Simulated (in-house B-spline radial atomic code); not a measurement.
## Ca²⁺: [He] 2s2 (2p1/2)1 (2p3/2)4 3s2 3p6 (6d5/2)1 (an excited or competing configuration)

Method: Dirac-Hartree-Fock, average of the jj configuration, Fermi nucleus of rms radius 3.4776 fm. Calculated with a radial B-spline atomic code at the basis-set limit.

Effective charges: Z_r = [3n² - l(l+1)]/(2<r>) from the radius, Z_e = n√(-2ε) from the energy, and Slater's rules. Values are occupation-weighted means over j.

| shell | electrons | ε (eV) | <r> (bohr) | Z_r | Z_e | Slater |
| --- | --- | --- | --- | --- | --- | --- |
| 1s | 2 | -4169 | 0.07669 | 19.56 | 17.50 | 19.70 |
| 2s | 2 | -519.03 | 0.3554 | 16.88 | 12.35 | 16.20 |
| 2p | 5 | -436.12 | 0.3191 | 15.67 | 11.32 | 16.20 |
| 3s | 2 | -95.966 | 1.086 | 12.43 | 7.97 | 9.60 |
| 3p | 6 | -69.766 | 1.156 | 10.81 | 6.79 | 9.60 |
| 6d | 1 | -4.1759 | 13.71 | 3.72 | 3.32 | 3.00 |

The least bound orbital is 6d5/2 at -4.176 eV, and it is also the most diffuse (<r> = 13.71 bohr). The part-filled 2p shell lies below the filled 3p shell in orbital energy.

For the 1s electron the small component carries 0.512 % of the norm, the zero-frequency Breit interaction raises the level by 3.495 eV, self-energy by 1.669 eV, and vacuum polarisation lowers it by 0.1234 eV.
